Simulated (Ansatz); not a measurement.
The same path of BrH3Si + FH (7 atoms, charge 0, multiplicity 1) was run twice with different band settings. Lost on the way: Si1–Br2, H6–F7. Made: Si1–F7, Br2–H6.

Computed with RKS PBE0-D4/def2-SVP in Ansatz 0.2.0.

Relaxed end points:

```xyz
7
Properties=species:S:1:pos:R:3
Si -0.605 0.232 -0.620
Br 0.256 -1.836 -0.355
H -1.559 0.128 -1.758
H -1.313 0.602 0.631
H 0.508 1.157 -0.946
H 1.350 -0.572 1.349
F 1.363 0.289 1.699
```

```xyz
7
Properties=species:S:1:pos:R:3
Si -0.524 0.919 -0.221
Br 1.317 -2.903 0.191
H -1.040 -0.207 -1.044
H -1.625 1.602 0.508
H 0.245 1.886 -1.049
H 1.130 -1.588 0.716
F 0.498 0.291 0.898
```

Common settings: movable images 9; climbing image yes; optimiser quadratic models (default); start path through a guess of the saddle point; force threshold 0.03 eV/Å; end points relaxed.

| run | spring | iteration limit |
| --- | --- | --- |
| 1 | 5.0 eV/Å² | 59 |
| 2 | 0.1 eV/Å² | 60 |

Task: What does each run give, and how far can it be trusted?

Result: Run 1: converged after 17 iterations, highest image 1.053 eV above the first end. A structure lower than the last end lies on the path between it and the top, so the climb from that side starts below the end, which may itself be a saddle point or a shallow side well. A vibrational analysis at the climbing image gives one clearly imaginary mode, 346i cm⁻¹: a first-order saddle point.
Run 2: converged after 19 iterations, highest image 1.053 eV above the first end. A structure lower than the last end lies on the path between it and the top, so the climb from that side starts below the end, which may itself be a saddle point or a shallow side well. Another band between the same ends (9 images) ends at a top of the same energy, where a vibrational analysis finds 1 clearly imaginary mode.
The orbitals stay closed-shell, which can raise the energy where a bond breaks towards radicals; this wasn't checked here.
